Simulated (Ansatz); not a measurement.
**Molecular dynamics of C2H10AlBN2**

Input file:

```yaml
crystal:
  periodic: [false, false, false]
  atoms:
    - { symbol: B, position_ang: [-0.263531, -1.388462, -0.65909] }
    - { symbol: C, position_ang: [0.820844, -0.431954, -0.828292] }
    - { symbol: "N", position_ang: [1.21455, 0.458176, 0.382274] }
    - { symbol: "N", position_ang: [1.346921, 0.247382, -2.045447] }
    - { symbol: Al, position_ang: [-0.703582, 0.698928, 0.205444] }
    - { symbol: C, position_ang: [-1.608496, 0.398133, 1.877435] }
    - { symbol: H, position_ang: [-0.73741, -1.888733, -1.606397] }
    - { symbol: H, position_ang: [-0.537576, -1.781237, 0.414722] }
    - { symbol: H, position_ang: [1.652689, -0.107998, 1.162178] }
    - { symbol: H, position_ang: [1.912456, 1.18884, 0.067513] }
    - { symbol: H, position_ang: [2.370682, -0.064749, -2.119997] }
    - { symbol: H, position_ang: [0.892585, -0.285505, -2.850651] }
    - { symbol: H, position_ang: [-0.95729, 1.90899, -0.656564] }
    - { symbol: H, position_ang: [-1.104164, -0.348511, 2.513741] }
    - { symbol: H, position_ang: [-1.679949, 1.333467, 2.461715] }
    - { symbol: H, position_ang: [-2.641528, 0.040632, 1.725817] }
basis:
  gaussian: { orbitals: STO-3G }
hamiltonian:
  xc: pbe
md:
  timestep: 0.5
  n_steps: 150
  ensemble: nve
  temperature: 700.0
  initial_velocities: maxwell_boltzmann
  seed: 703663
scf:
  lower_state_search: "off"
```

Command:

```bash
$ ansatz run input.yaml --threads 1 --pin off --max-ram 2048MiB --backend cpu --events-out ev --progress --plain --runs-dir out
```

It starts from a relaxed structure.

Output, in part (one step line in 6, the closing report, with atoms numbered from 0):

```
md step     0: t =     0.00 fs  T =   700.0 K  F+E_penalty+E_count = -12325.98182807 eV  E_kin = 1.266748 eV  conserved = -12324.71508008 eV  (15 SCF iters)
md step     6: t =     3.00 fs  T =   367.6 K  F+E_penalty+E_count = -12325.37092406 eV  E_kin = 0.665141 eV  conserved = -12324.70578302 eV  (20 SCF iters)
md step    12: t =     6.00 fs  T =   321.7 K  F+E_penalty+E_count = -12325.29135298 eV  E_kin = 0.582219 eV  conserved = -12324.70913433 eV  (20 SCF iters)
md step    18: t =     9.00 fs  T =   327.9 K  F+E_penalty+E_count = -12325.30419450 eV  E_kin = 0.593395 eV  conserved = -12324.71079926 eV  (21 SCF iters)
md step    24: t =    12.00 fs  T =   313.9 K  F+E_penalty+E_count = -12325.27441567 eV  E_kin = 0.568094 eV  conserved = -12324.70632135 eV  (20 SCF iters)
md step    30: t =    15.00 fs  T =   418.6 K  F+E_penalty+E_count = -12325.46833597 eV  E_kin = 0.757450 eV  conserved = -12324.71088559 eV  (20 SCF iters)
md step    36: t =    18.00 fs  T =   353.8 K  F+E_penalty+E_count = -12325.34926129 eV  E_kin = 0.640282 eV  conserved = -12324.70897928 eV  (20 SCF iters)
md step    42: t =    21.00 fs  T =   294.3 K  F+E_penalty+E_count = -12325.23957446 eV  E_kin = 0.532544 eV  conserved = -12324.70703087 eV  (21 SCF iters)
md step    48: t =    24.00 fs  T =   324.7 K  F+E_penalty+E_count = -12325.29729463 eV  E_kin = 0.587513 eV  conserved = -12324.70978191 eV  (20 SCF iters)
md step    54: t =    27.00 fs  T =   379.8 K  F+E_penalty+E_count = -12325.39543017 eV  E_kin = 0.687327 eV  conserved = -12324.70810268 eV  (19 SCF iters)
md step    60: t =    30.00 fs  T =   351.2 K  F+E_penalty+E_count = -12325.34291102 eV  E_kin = 0.635478 eV  conserved = -12324.70743315 eV  (19 SCF iters)
md step    66: t =    33.00 fs  T =   343.0 K  F+E_penalty+E_count = -12325.33078339 eV  E_kin = 0.620772 eV  conserved = -12324.71001153 eV  (19 SCF iters)
md step    72: t =    36.00 fs  T =   269.9 K  F+E_penalty+E_count = -12325.19567902 eV  E_kin = 0.488375 eV  conserved = -12324.70730396 eV  (19 SCF iters)
md step    78: t =    39.00 fs  T =   305.3 K  F+E_penalty+E_count = -12325.26039767 eV  E_kin = 0.552467 eV  conserved = -12324.70793031 eV  (20 SCF iters)
md step    84: t =    42.00 fs  T =   417.1 K  F+E_penalty+E_count = -12325.46661716 eV  E_kin = 0.754721 eV  conserved = -12324.71189642 eV  (20 SCF iters)
md step    90: t =    45.00 fs  T =   300.8 K  F+E_penalty+E_count = -12325.25084666 eV  E_kin = 0.544257 eV  conserved = -12324.70658948 eV  (20 SCF iters)
md step    96: t =    48.00 fs  T =   394.3 K  F+E_penalty+E_count = -12325.42436859 eV  E_kin = 0.713521 eV  conserved = -12324.71084756 eV  (20 SCF iters)
md step   102: t =    51.00 fs  T =   320.5 K  F+E_penalty+E_count = -12325.29059181 eV  E_kin = 0.579983 eV  conserved = -12324.71060923 eV  (20 SCF iters)
md step   108: t =    54.00 fs  T =   227.9 K  F+E_penalty+E_count = -12325.11947824 eV  E_kin = 0.412360 eV  conserved = -12324.70711816 eV  (20 SCF iters)
md step   114: t =    57.00 fs  T =   322.1 K  F+E_penalty+E_count = -12325.29456057 eV  E_kin = 0.582911 eV  conserved = -12324.71164949 eV  (20 SCF iters)
md step   120: t =    60.00 fs  T =   335.5 K  F+E_penalty+E_count = -12325.31669459 eV  E_kin = 0.607070 eV  conserved = -12324.70962489 eV  (20 SCF iters)
md step   126: t =    63.00 fs  T =   316.8 K  F+E_penalty+E_count = -12325.28135797 eV  E_kin = 0.573260 eV  conserved = -12324.70809844 eV  (20 SCF iters)
md step   132: t =    66.00 fs  T =   337.8 K  F+E_penalty+E_count = -12325.32152357 eV  E_kin = 0.611238 eV  conserved = -12324.71028603 eV  (20 SCF iters)
md step   138: t =    69.00 fs  T =   313.0 K  F+E_penalty+E_count = -12325.27389473 eV  E_kin = 0.566389 eV  conserved = -12324.70750527 eV  (21 SCF iters)
md step   144: t =    72.00 fs  T =   355.0 K  F+E_penalty+E_count = -12325.35048398 eV  E_kin = 0.642367 eV  conserved = -12324.70811661 eV  (20 SCF iters)
md step   150: t =    75.00 fs  T =   423.1 K  F+E_penalty+E_count = -12325.47523300 eV  E_kin = 0.765697 eV  conserved = -12324.70953559 eV  (20 SCF iters)
Total energy: -12325.47526238 eV, -452.9528613852 hartree
Atom 0 at    -0.250462    -1.360067    -0.701485 Å, force    -0.978880    -1.253601     0.056611 eV/Å
Atom 1 at     0.801088    -0.425240    -0.885009 Å, force    -0.030954     0.711140     2.108797 eV/Å
Atom 2 at     1.260286     0.494490     0.330436 Å, force    -1.658227    -0.117977    -1.559415 eV/Å
Atom 3 at     1.379846     0.143725    -2.083394 Å, force    -0.210200    -0.402533    -2.440183 eV/Å
Atom 4 at    -0.675331     0.773546     0.296620 Å, force    -0.043517    -0.347241     0.136124 eV/Å
Atom 5 at    -1.741272     0.316032     1.900459 Å, force     2.129372     1.311409    -0.945106 eV/Å
Atom 6 at    -0.539465    -1.925788    -1.703337 Å, force    -0.406553     0.177190     0.407190 eV/Å
Atom 7 at    -0.641638    -1.762724     0.353440 Å, force     0.279024     0.284917    -0.468444 eV/Å
Atom 8 at     1.743282    -0.102423     1.019946 Å, force     0.927159    -0.412578     0.875011 eV/Å
Atom 9 at     1.905892     1.177558    -0.142944 Å, force     0.377138     0.350827     0.485375 eV/Å
Atom 10 at     2.382876    -0.227448    -2.088878 Å, force     0.277148     0.018648    -0.159808 eV/Å
Atom 11 at     0.924172    -0.456190    -2.906944 Å, force     0.722396     1.055158     1.339926 eV/Å
Atom 12 at    -0.845284     2.093168    -0.439544 Å, force    -0.034636    -0.295964     0.021006 eV/Å
Atom 13 at    -1.129619    -0.107114     2.697604 Å, force     0.150413    -0.278131     0.342815 eV/Å
Atom 14 at    -2.264842     1.169734     2.296616 Å, force    -0.019307     1.259320     0.478614 eV/Å
Atom 15 at    -2.536796    -0.331361     1.689346 Å, force    -1.480376    -2.060585    -0.678512 eV/Å
Dipole moment:     0.746826     0.230525     0.143733 e Å
```

The run went to its last step. The conserved energy stayed within 0.67 meV per atom of its start (net change 0.35 meV per atom), so the integration is sound. The temperature averaged 0.47 of the 700 K drawn at the start: a run that starts near a minimum puts about half its kinetic energy into the potential. A run of 0.075 ps of so small a system gives no equilibrium averages. Limits of this set-up: minimal basis.

The same pairs are bonded in the first frame and the last. Pairs count as bonded within 1.25 times the sum of covalent radii (0.12 Å more for H–H).

Last frame:

```xyz
16
Properties=species:S:1:pos:R:3
B -0.251 -1.360 -0.702
C 0.801 -0.425 -0.885
N 1.260 0.494 0.330
N 1.380 0.144 -2.083
Al -0.675 0.773 0.297
C -1.741 0.316 1.901
H -0.539 -1.926 -1.703
H -0.642 -1.763 0.353
H 1.743 -0.102 1.020
H 1.906 1.178 -0.143
H 2.383 -0.227 -2.089
H 0.924 -0.456 -2.907
H -0.845 2.093 -0.440
H -1.130 -0.107 2.698
H -2.265 1.170 2.297
H -2.537 -0.331 1.689
```

The run took 8.4 min on 1 thread of Intel(R) Xeon(R) Processor @ 2.70GHz, with other jobs on the host, peak memory 0.1 GiB.
